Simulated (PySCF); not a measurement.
MoO₃, multiplicity 1. Atoms are numbered in the order given.

```xyz
4

Mo     0.0000     0.0000    -0.1971
O      1.4008     0.8087     0.3450
O      0.0000    -1.6175     0.3450
O     -1.4008     0.8087     0.3450
```

The structure is a stationary point at B3LYP-D3(BJ)/def2-TZVP. The multiplicity is an assumed one; other spin states were not compared. The isomer is the one that the SMILES or the coordinates give; other isomers of the formula were not compared. The def2 effective core potentials stand for the cores of Mo; spin–orbit coupling is left out.

These are TDA-PBE/def2-SVPD run with PySCF values and carry that method's errors.

Vertical excitations; the highest root listed may be one member of a degenerate set. Gas-phase values at a fixed geometry. State labels are in the subgroup Cs.

Computed lowest excited states:
```tsv
state	symmetry	energy (eV)	λ (nm)	f	main pairs
S1	A"	2.05	604	0.000	HOMO→LUMO 100 %
S2	A'	2.49	499	0.008	HOMO−1→LUMO (degenerate set)
S3	A"	2.49	499	0.008	HOMO−2→LUMO (degenerate set)
S4	A'	2.93	423	0.000	HOMO−3→LUMO 100 %
S5	A'	4.31	287	0.002	HOMO→LUMO+2 (degenerate set)
S6	A"	4.31	287	0.002	HOMO→LUMO+1 (degenerate set)
S7	A"	4.54	273	0.000	HOMO−2→LUMO+1 50 %, HOMO−1→LUMO+2 50 %
S8	A'	4.61	269	0.002	HOMO−1→LUMO+1, HOMO−2→LUMO+2, HOMO−3→LUMO+1, HOMO−6→LUMO (degenerate set)
S9	A"	4.61	269	0.002	HOMO−1→LUMO+2, HOMO−2→LUMO+1, HOMO−3→LUMO+2, HOMO−5→LUMO (degenerate set)
S10	A'	4.63	268	0.007	HOMO−2→LUMO+2 49 %, HOMO−1→LUMO+1 49 %
T1	A"	1.94	640	0	HOMO→LUMO 100 %
T2	A'	2.13	581	0	HOMO−1→LUMO (degenerate set)
T3	A"	2.13	581	0	HOMO−2→LUMO (degenerate set)
T4	A'	2.69	461	0	HOMO−3→LUMO 99 %
```
Triplets are in the Tamm–Dancoff approximation.
